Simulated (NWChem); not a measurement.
System: SiH₄Se; SMILES [SiH3][SeH]

```xyz
6

Si     0.0002     1.4681     0.0013
Se     0.0618    -0.8167     0.0046
H     -0.6997     2.0044     1.2063
H      1.4312     1.8863     0.0195
H     -0.6678     2.0031    -1.2222
H     -1.4050    -0.9417    -0.0072
```
Atoms are numbered in this order, from 1.

Level: PBE0/def2-SVP (NWChem), optimised geometry, unscaled harmonic frequencies. This build's default masses of Se (78.918 u) and Br (79.917 u) are each other's, which moves their modes by up to 0.6 %.

Q: List the harmonic frequencies with IR intensities, and the thermochemistry.

A: 
```tsv
frequency (cm⁻¹)	IR intensity (km/mol)
183	8.0
402	15.6
500	17.1
596	12.6
748	10.6
909	277.9
924	48.4
956	79.2
2233	75.2
2239	103.6
2258	80.0
2450	8.8
```

zero-point energy: 20.6 kcal/mol
thermal correction to the enthalpy at 298.15 K (with zero-point energy): 23.9 kcal/mol
heat capacity Cv: 13.7 cal/(mol K)
entropy at 298.15 K and 1 atm (symmetry number 1): 68.3 cal/(mol K)
dipole moment: 0.99 D

Rigid rotor and harmonic oscillator.
